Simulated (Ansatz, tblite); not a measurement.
Spin states of As6 (the lowest singlet isomer of a short search), each relaxed with PBE-D4/def2-SVP in Ansatz. Electronic energies in the gas phase.

The xTB rows come from tblite. LC-ωPBE has ω = 0.4 bohr⁻¹. Correlated methods freeze 54 core orbitals; core or outer-core shells of As are correlated, in sets that lack core-valence functions. The structure comes from a short search, and lower isomers may exist.

Singlet geometry (D3h within 0.1 Å):

```csv
atom,x (Å),y (Å),z (Å)
As1,-1.214,1.462,0.305
As2,1.220,1.236,0.831
As3,0.928,-1.280,1.098
As4,0.432,1.076,-1.537
As5,-1.506,-1.053,0.572
As6,0.140,-1.440,-1.270
```

Triplet geometry:

```xyz
6

As    0.7637    0.2702   -2.0183
As    0.1659    1.8955   -0.3156
As   -1.5568    0.4902    1.0286
As    1.9194    0.1566    0.1143
As   -1.4878   -1.5632   -0.2655
As    0.1956   -1.2492    1.4565
```

Quintet geometry:

| atom | x (Å) | y (Å) | z (Å) |
| --- | --- | --- | --- |
| As1 | -1.204 | 1.108 | 1.220 |
| As2 | 0.544 | -1.823 | 1.534 |
| As3 | -0.107 | -1.756 | -0.751 |
| As4 | 1.110 | 1.722 | 0.569 |
| As5 | -1.429 | 0.415 | -1.111 |
| As6 | 1.086 | 0.335 | -1.461 |

⟨S²⟩: triplet 2.01 at PBE0-D4/def2-TZVP (pure 2.00), quintet 6.02 at PBE0-D4/def2-TZVP (pure 6.00).

Only these spin states were relaxed. The triplet has other bonds than the singlet, so the gap mixes isomer and spin. The quintet has other bonds than the singlet, so the gap mixes isomer and spin.

| level | triplet − singlet (kJ/mol) | quintet − singlet (kJ/mol) | lowest of these |
| --- | --- | --- | --- |
| GFN1-xTB | 177.9 | 383.7 | singlet |
| GFN2-xTB | 136.9 | 334.1 | singlet |
| HF/STO-3G | 117.8 | 213.2 | singlet |
| PBE-D4/def2-TZVP | 114.1 | 280.3 | singlet |
| r2SCAN-D4/def2-TZVP | 102.0 | 262.5 | singlet |
| PBE0-D4/def2-TZVP | 112.6 | 272.9 | singlet |
| LC-ωPBE/def2-TZVP | 110.9 | 260.4 | singlet |
| PBE-QIDH/def2-TZVP | 121.4 | 289.1 | singlet |

Change of the quintet − singlet gap on mixing in exact exchange, in kJ/mol: PBE to PBE0 (25 % exact exchange) -7.4.

The xTB methods have no term that favours high spin, so they put low spin too low.
